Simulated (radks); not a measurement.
Hf21+, configuration [Kr] 4d10 4f5. All-electron calculation, non-relativistic Kohn-Sham, PBE, spin-polarised, spherical densities, point nucleus; open shells are filled with parallel spins first (spin-orbit coupling, left out, can overturn this in heavy ions); relativity is left out, which matters for an element this heavy. Program: a radial shooting solver on a logarithmic mesh with Libxc functionals.

Radial electron density D(r) = 4 pi r^2 rho(r):

| r (bohr) | D(r) (e/bohr) | spin D(r) |
|---|---|---|
| 0.001535 | 6.335 | -0.000105 |
| 0.001745 | 7.940 | -0.000131 |
| 0.001999 | 10.05 | -0.000166 |
| 0.002272 | 12.48 | -0.000207 |
| 0.002603 | 15.62 | -0.000259 |
| 0.002958 | 19.17 | -0.000317 |
| 0.003389 | 23.65 | -0.000392 |
| 0.003852 | 28.59 | -0.000474 |
| 0.004413 | 34.62 | -0.000575 |
| 0.005016 | 41.03 | -0.000683 |
| 0.005747 | 48.51 | -0.000810 |
| 0.006531 | 56.03 | -0.000941 |
| 0.007483 | 64.25 | -0.00109 |
| 0.008505 | 71.83 | -0.00124 |
| 0.009744 | 79.25 | -0.00140 |
| 0.01107 | 85.11 | -0.00157 |
| 0.01269 | 89.63 | -0.00176 |
| 0.01442 | 91.90 | -0.00199 |
| 0.01652 | 92.09 | -0.00231 |
| 0.01878 | 90.44 | -0.00275 |
| 0.02151 | 87.54 | -0.00342 |
| 0.02445 | 84.93 | -0.00432 |
| 0.02801 | 83.85 | -0.00560 |
| 0.03184 | 85.77 | -0.00710 |
| 0.03648 | 91.75 | -0.00882 |
| 0.04146 | 100.7 | -0.0102 |
| 0.0475 | 112.0 | -0.0105 |
| 0.05398 | 121.5 | -0.00868 |
| 0.06185 | 127.2 | -0.00213 |
| 0.07029 | 126.5 | 0.0119 |
| 0.08053 | 119.8 | 0.0426 |
| 0.09153 | 111.1 | 0.0991 |
| 0.1049 | 104.1 | 0.214 |
| 0.1192 | 103.4 | 0.414 |
| 0.1365 | 108.6 | 0.790 |
| 0.1552 | 114.4 | 1.37 |
| 0.1778 | 114.2 | 2.33 |
| 0.2021 | 104.0 | 3.60 |
| 0.2315 | 84.70 | 5.33 |
| 0.2631 | 66.21 | 7.19 |
| 0.3015 | 54.97 | 9.14 |
| 0.3426 | 54.73 | 10.6 |
| 0.3925 | 60.10 | 11.3 |
| 0.4461 | 62.26 | 11.0 |
| 0.5111 | 55.97 | 9.55 |
| 0.5809 | 42.94 | 7.52 |
| 0.6656 | 26.87 | 5.13 |
| 0.7564 | 14.39 | 3.14 |
| 0.8667 | 6.051 | 1.58 |
| 0.985 | 2.192 | 0.701 |
| 1.128 | 0.5938 | 0.240 |
| 1.283 | 0.1378 | 0.0691 |
| 1.469 | 0.02232 | 0.0138 |
| 1.67 | 0.003039 | 0.00221 |
| 1.913 | 0.0002599 | 0.000215 |

D(r) has 4 maxima, at r = 0.0156, 0.0649, 0.167, 0.436 bohr, and minima at 0.0276, 0.114, 0.321 bohr, inside which lie 1.94, 11.52, 29.79 electrons.
